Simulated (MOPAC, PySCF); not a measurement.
C₃H₉Al, SMILES `[Al]([CH3])([CH3])[CH3]`, neutral singlet in the gas phase. 

Cartesian coordinates (Å):
```xyz
13

C      1.9107    -0.4398     0.0925
Al     0.0031    -0.0002     0.0667
C     -0.5751     1.8639     0.2078
C     -1.3335    -1.4237    -0.0669
H      2.5533     0.4084    -0.1599
H      2.2072    -0.7670     1.0976
H      2.1622    -1.2664    -0.5792
H     -1.5917     1.9729     0.5963
H      0.0924     2.4672     0.8308
H     -0.5705     2.3339    -0.7843
H     -1.7138    -1.6773     0.9311
H     -2.2075    -1.1221    -0.6529
H     -0.9424    -2.3502    -0.4962
```
Charge 0, multiplicity 1.

All levels are single points at this geometry (r2SCAN-D4/def2-TZVP); Pople sets use spherical d functions. Orbital energies aren't observables, and empty levels follow the basis.

PM7 in MOPAC gives HOMO (eV) = -10.32.

Estimate the HOMO (eV) from each of these levels: r2SCAN-D4/def2-TZVP in PySCF; B3LYP/6-311+G** in PySCF; BP86/6-31G* in PySCF; M06-2X/6-31G* in PySCF; SVWN5/6-31G* in PySCF; HF/3-21G in PySCF; PM3 in MOPAC; PM6 in MOPAC.


| level | HOMO (eV) |
|---|---|
| r2SCAN-D4/def2-TZVP in PySCF | -6.54 |
| B3LYP/6-311+G** in PySCF | -7.37 |
| BP86/6-31G* in PySCF | -6.09 |
| M06-2X/6-31G* in PySCF | -8.53 |
| SVWN5/6-31G* in PySCF | -6.05 |
| HF/3-21G in PySCF | -10.49 |
| PM3 in MOPAC | -10.17 |
| PM6 in MOPAC | -10.39 |
